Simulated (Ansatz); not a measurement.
`Cl[SiH]1C[SiH2]1` + H₂S → `S[SiH]1C[SiH2]1` + HCl at 400 K and 1 bar (ligand exchange at the Si–Cl bond).

Isolated molecules relaxed with PBE0-D4/def2-TZVP in Ansatz; ΔE leaves out vibrations. CCSD(T)/CBS adds triple-zeta CCSD(T) − MP2 to the extrapolated MP2 energy (def2 sets, frozen cores). This one scheme is used for every species. Each species was taken in one conformer, which may not be the lowest.

| species | CCSD(T)/CBS energy (Eh) | H − E (kJ/mol) | S (J/(mol·K)) |
| --- | --- | --- | --- |
| `Cl[SiH]1C[SiH2]1` | -1079.00337 | 168.9 | 362.0 |
| H₂S | -398.97279 | 53.4 | 215.9 |
| `S[SiH]1C[SiH2]1` | -1017.58297 | 193.4 | 376.1 |
| HCl | -460.38127 | 29.6 | 195.4 |

H − E and S are ideal-gas, rigid-rotor, harmonic terms from PBE0-D4/def2-TZVP, for one conformer and one mirror image of each species. 1 Eh = 2625.50 kJ/mol, R = 8.31446 J/(mol·K).

Q: By hand: ΔE, ΔH, ΔS and ΔG.

A: ΔE = (-1017.58297) + (-460.38127) − (-1079.00337) − (-398.97279) = 0.01192 Eh = 31.3 kJ/mol. Δ(H − E) = 193.4 + 29.6 − 168.9 − 53.4 = 0.7, so ΔH = 32.0 kJ/mol. ΔS = 376.1 + 195.4 − 362.0 − 215.9 = -6.4 J/(mol·K). ΔG = 32.0 − 400 × (-6.4)/1000 = 34.6 kJ/mol.

Q: By hand: the equilibrium constant, and the temperature at which ΔG would vanish if ΔH and ΔS stayed fixed.

A: log₁₀ K = −ΔG/(RT ln 10) = -4.5. ΔH and −TΔS have one sign here, so there is no such temperature.

The number of gas molecules stays the same, so ΔS is small and ΔH decides. A doubt of 5 kJ/mol in ΔE shifts log₁₀ K by 0.7 here. Other conformers and mirror images would add mixing entropy, several J/(mol·K) or more a flexible species. These are equilibria of isolated gas molecules and say nothing of rates. Largest T1 diagnostic: 0.012 (customary marks: 0.02 for closed shells, 0.045 for open ones).

ΔS is within the doubt of such terms, so its sign, and with it that verdict, could turn.
